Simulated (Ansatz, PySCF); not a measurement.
Si(H)(SiH3) anion (H₄Si₂), SMILES [SiH3][SiH] (connectivity only; charge and spin as stated), charge -1, multiplicity 2. Atoms are numbered in the order given.

```xyz
6

Si     0.0508     1.0710     0.8926
H     -0.4883     1.9148    -0.2853
Si     0.0390    -0.8292    -0.5017
H      0.9051    -0.8027    -1.7453
H     -1.2890    -1.2798    -1.0767
H      0.5199    -2.0929     0.1753
```
Charge -1, spin multiplicity 2.

Coordinates come from a PBE0-D3(BJ)/def2-TZVPD optimisation. The spin state was assumed, not searched. The isomer is the one that the SMILES or the coordinates give; other isomers of the formula were not compared.

Two levels are set side by side: PBE-D3(BJ)/def2-TZVPD (Ansatz, a program for electronic structure) and PBE0-D3(BJ)/def2-TZVPD (Ansatz). Each level has its own optimised geometry; the coordinates shown are those of the second. Frequencies come from the Hessian of PySCF at each geometry. Differences are taken from unrounded values.

```json
[
 {"quantity": "mean bond length (Å)", "PBE0-D3(BJ)": "1.689", "PBE-D3(BJ)": "1.701", "PBE-D3(BJ) minus PBE0-D3(BJ)": "0.012"},
 {"quantity": "bond Si1–Si3 (Å)", "PBE0-D3(BJ)": "2.357", "PBE-D3(BJ)": "2.368", "PBE-D3(BJ) minus PBE0-D3(BJ)": "0.011"},
 {"quantity": "bond Si1–H2 (Å)", "PBE0-D3(BJ)": "1.546", "PBE-D3(BJ)": "1.558", "PBE-D3(BJ) minus PBE0-D3(BJ)": "0.012"},
 {"quantity": "bond Si3–H4 (Å)", "PBE0-D3(BJ)": "1.516", "PBE-D3(BJ)": "1.527", "PBE-D3(BJ) minus PBE0-D3(BJ)": "0.012"},
 {"quantity": "bond Si3–H5 (Å)", "PBE0-D3(BJ)": "1.516", "PBE-D3(BJ)": "1.527", "PBE-D3(BJ) minus PBE0-D3(BJ)": "0.012"},
 {"quantity": "bond Si3–H6 (Å)", "PBE0-D3(BJ)": "1.512", "PBE-D3(BJ)": "1.523", "PBE-D3(BJ) minus PBE0-D3(BJ)": "0.011"},
 {"quantity": "highest harmonic wavenumber (cm⁻¹)", "PBE0-D3(BJ)": "2076", "PBE-D3(BJ)": "2007", "PBE-D3(BJ) minus PBE0-D3(BJ)": "-69"},
 {"quantity": "mean harmonic wavenumber (cm⁻¹)", "PBE0-D3(BJ)": "1078", "PBE-D3(BJ)": "1038", "PBE-D3(BJ) minus PBE0-D3(BJ)": "-40"},
 {"quantity": "zero-point energy (kcal/mol)", "PBE0-D3(BJ)": "18.49", "PBE-D3(BJ)": "17.81", "PBE-D3(BJ) minus PBE0-D3(BJ)": "-0.69"}
]
```

Exact exchange shortens and stiffens bonds; PBE has none. Differences between two approximate levels are no errors against the true value.
